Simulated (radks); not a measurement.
The numbers below are computed, except where a source is named.
Dipole-allowed excitations along the series with 18 electrons in [Ar]. Level of theory: non-relativistic Kohn-Sham, LDA (Slater exchange, VWN5 correlation), spin-unpolarised, spherical densities, point nucleus (a radial shooting solver on a logarithmic mesh with Libxc functionals). Time-dependent linear response with the Hartree and adiabatic LDA kernel, continuum included through the Sternheimer equations. Lines are the poles of the dipole polarisability below minus the highest occupied eigenvalue, found on a grid refined at the orbital gaps; the lowest seven at most are given, and weak or close lines can be missed. The first line takes the name of the lowest orbital gap if no other gap lies below it; otherwise a line is named after a gap within 0.6 % of it, if that gap stands alone.

species  -e(HOMO) (eV)  lowest orbital gap (eV)  first line (eV)     f  strongest line (eV)  its f  static alpha (bohr^3)
Zr22+           1063.4             3p-3d 109.84   140.98 (3p-3d)  1.34       577.13 (3p-4d)   1.85                0.05932
Nb23+           1146.4             3p-3d 113.74   145.83 (3p-3d)  1.30       617.92 (3p-4d)   1.90                0.05334
Mo24+           1232.5             3p-3d 117.64   150.67 (3p-3d)  1.25       660.04 (3p-4d)   1.95                0.04813
Tc25+           1321.6             3p-3d 121.53   155.50 (3p-3d)  1.21       703.48 (3p-4d)   2.00                0.04358
